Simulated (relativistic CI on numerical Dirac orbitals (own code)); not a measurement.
Ligand-field terms of d5

Computed with a parametric ligand-field model of a d^n configuration (Racah B and C, spin-orbit zeta, crystal field), exact diagonalisation.

Field parameters in Wybourne normalisation: Oh B⁴₀ = 21Dq, B⁴₄ = √(5/14) B⁴₀; Td as Oh with Dq negative (B⁴₀ = 21Dq, B⁴₄ = √(5/14) B⁴₀). The field is a parameter set, without covalency.

Problem. Lowest levels for B = 770, C = 3640, ζ = 500 cm⁻¹, Oh, 10Dq = 7100 cm⁻¹?

Solution. Γ7+Γ8 0 (S 2.50), Γ7 21115 (S 1.49), Γ8 21160 (S 1.50), Γ8 21260 (S 1.50), Γ6 21344 (S 1.50), Γ7 24179 (S 1.50), Γ8 24267 (S 1.50), Γ6 24430 (S 1.50), Γ8 24444 (S 1.50) cm⁻¹, with S from ⟨S²⟩ = S(S + 1). The ground level has 2.00 electrons in the cubic e pair.

Problem. Lowest levels for B = 820, C = 3200, ζ = 120 cm⁻¹, Oh, 10Dq = 7700 cm⁻¹?

Solution. Γ7+Γ8 0 (S 2.50), Γ7 18637 (S 1.50), Γ8 18640 (S 1.50), Γ8 18663 (S 1.50), Γ6 18679 (S 1.50), Γ7 22302 (S 1.50), Γ8 22321 (S 1.50), Γ6 22358 (S 1.50), Γ8 22359 (S 1.50) cm⁻¹, with S from ⟨S²⟩ = S(S + 1). The ground level has 2.00 electrons in the cubic e pair.

Problem. Lowest levels for B = 830, C = 3340, ζ = 190 cm⁻¹, Td, 10Dq = -7650 cm⁻¹?

Solution. Γ7+Γ8 0 (S 2.50), Γ6 19558 (S 1.50), Γ8 19575 (S 1.50), Γ7 19603 (S 1.50), Γ8 19609 (S 1.50), Γ6 23180 (S 1.50), Γ8 23182 (S 1.50), Γ8 23227 (S 1.50), Γ7 23261 (S 1.50) cm⁻¹, with S from ⟨S²⟩ = S(S + 1). The ground level has 2.00 electrons in the cubic e pair.

Problem. Lowest levels for B = 500, C = 2590, ζ = 550 cm⁻¹, Oh, 10Dq = 10500 cm⁻¹?

Solution. Γ7 0 (S 2.49), Γ8 0 (S 2.49), Γ7 8704 (S 1.13), Γ8 9279 (S 1.38), Γ8 9585 (S 1.49), Γ6 9728 (S 1.50), Γ7 10481 (S 1.06), Γ8 10791 (S 0.77), Γ6 12785 (S 1.50) cm⁻¹, with S from ⟨S²⟩ = S(S + 1). The ground level has 1.99 electrons in the cubic e pair.

Problem. Lowest levels for B = 670, C = 3390, ζ = 510 cm⁻¹, Oh, 10Dq = 38300 cm⁻¹?

Solution. Γ7 0 (S 0.50), Γ8 873 (S 0.50), Γ8 22993 (S 1.50), Γ7 23031 (S 1.50), Γ8 23216 (S 1.50), Γ6 23330 (S 1.50), Γ6 28149 (S 1.50), Γ8 28163 (S 1.50), Γ8 28309 (S 1.50) cm⁻¹, with S from ⟨S²⟩ = S(S + 1). The ground level has 0.03 electrons in the cubic e pair.
